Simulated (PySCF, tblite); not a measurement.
Isomers of C4H10O2Si2. Calculated harmonic vibrations of the isolated species, GFN2-xTB (tblite), most abundant isotopes, no scaling. Against measured fundamentals such values can be off by several per cent, at times by over 20. Modes of hydrogen on silicon can be 10 to 20 % off. One conformer each.

Electronic energies: PBE0/pcSseg-1 single points on the GFN2-xTB geometries (PySCF, gas phase).

| SMILES | electronic energy, lowest = 0 (kcal/mol) |
| --- | --- |
| O=CO/C(=C\[SiH3])C[SiH3] | 68.5 |
| C=C[Si@@H](O)C(=C)O[SiH3] | 40.6 |
| CC[C@@H]1[SiH2]O[SiH2]C1=O | 9.2 |
| O=C([SiH2]O[SiH3])C1CC1 | 30.5 |
| C[Si]1(OC=O)C[SiH2]C1 | 0.0 |

**Question.** How do GFN2-xTB zero-point energies change the relative energies?

**Answer.** 
```csv
SMILES,ZPE (kcal/mol),of it from modes above 1550 cm⁻¹,electronic (kcal/mol),"with ZPE, lowest = 0 (kcal/mol)",lowest mode (cm⁻¹),rings
C[Si]1(OC=O)C[SiH2]C1,81.5,43.4,0.0,0.0,66,1
CC[C@@H]1[SiH2]O[SiH2]C1=O,81.1,41.4,9.2,8.8,55,1
O=C([SiH2]O[SiH3])C1CC1,78.6,40.8,30.5,27.6,41,1
C=C[Si@@H](O)C(=C)O[SiH3],77.3,45.0,40.6,36.4,10i,0
O=CO/C(=C\[SiH3])C[SiH3],75.4,41.4,68.5,62.4,37,0
```

The zero-point energies span 6.1 kcal/mol, from `O=CO/C(=C\[SiH3])C[SiH3]` to `C[Si]1(OC=O)C[SiH2]C1`. Slightly imaginary modes are left out of the zero-point energy: `C=C[Si@@H](O)C(=C)O[SiH3]` 9.6i cm⁻¹. The order is unchanged.

**Question.** And how do the electronic energies of GFN2-xTB itself compare?

**Answer.** `C[Si]1(OC=O)C[SiH2]C1` 49.3; `CC[C@@H]1[SiH2]O[SiH2]C1=O` 0.0; `O=C([SiH2]O[SiH3])C1CC1` 8.7; `C=C[Si@@H](O)C(=C)O[SiH3]` 32.3; `O=CO/C(=C\[SiH3])C[SiH3]` 65.4 kcal/mol, lowest = 0. Against the energies above, taken from the same isomer `C[Si]1(OC=O)C[SiH2]C1`, the largest difference is 71.1 kcal/mol.

**Question.** What do entropy and thermal enthalpy add at 298.15 K and 1 bar (rigid rotor, harmonic oscillator, one conformer each)?

**Answer.** 
```
                    SMILES  point group  symmetry number  S (cal/(mol K))  H − H(0) (kcal/mol)  ZPE + H − H(0) − TS (kcal/mol)
     C[Si]1(OC=O)C[SiH2]C1           Cs                1            104.0                 7.71                            58.2
CC[C@@H]1[SiH2]O[SiH2]C1=O           C1                1             99.1                 7.12                            58.7
   O=C([SiH2]O[SiH3])C1CC1           Cs                1            105.2                 7.56                            54.8
  O=CO/C(=C\[SiH3])C[SiH3]           C1                1            106.4                 7.85                            51.6
```

Not tabulated: `C=C[Si@@H](O)C(=C)O[SiH3]` (lowest mode only 10i cm⁻¹).
